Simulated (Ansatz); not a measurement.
Isolated molecules relaxed with PBE0-D4/def2-TZVP in Ansatz; ΔE leaves out vibrations. CBS: MP2 limit from def2 TZ/QZ plus the TZ coupled-cluster correction, frozen cores. This one scheme is used for every species. Functionals use def2-TZVPP. B3LYP here is the variant with VWN-RPA as its local correlation; programs differ in this. Each species was taken in one conformer, which may not be the lowest.

`[CH3][AlH][C](=N)O` + H₂O → `[CH3][AlH][OH]` + `N=CO`  (formal hydrolysis of the Al–C bond)

Q: Is it downhill or uphill in electronic energy at CCSD(T)/CBS, and by how much? (Best estimate.)

A: Computed: Downhill: ΔE = -142.1 kJ/mol.

Q: What do these levels give: PBE-D4, PBE0-D4, B3LYP-D4, ωB97X-V, ωB97M-V, B2PLYP, PBE0, B3LYP, CCSD(T)/def2-TZVPP, HF/def2-QZVPP, SCS-MP2/def2-QZVPP, MP2/CBS(def2)? (Best estimate.)

A: Computed: PBE-D4 -137.3, PBE0-D4 -141.0, B3LYP-D4 -147.1, ωB97X-V -146.5, ωB97M-V -145.6, B2PLYP -152.4, PBE0 -144.5, B3LYP -153.1, CCSD(T)/def2-TZVPP -145.7, HF/def2-QZVPP -163.6, SCS-MP2/def2-QZVPP -149.3, MP2/CBS(def2) -145.2 kJ/mol.

Largest T1 diagnostic among the species: 0.014.

The D4 term adds +6.0 kJ/mol with B3LYP and +3.5 kJ/mol with PBE0; it sums over pairs of atoms, weighted by their polarisabilities, and B3LYP, whose exchange is more repulsive, gets the larger term. From PBE to PBE0 (25 % exact exchange), in def2-TZVPP and without D4, ΔE moves by −3.3 kJ/mol.
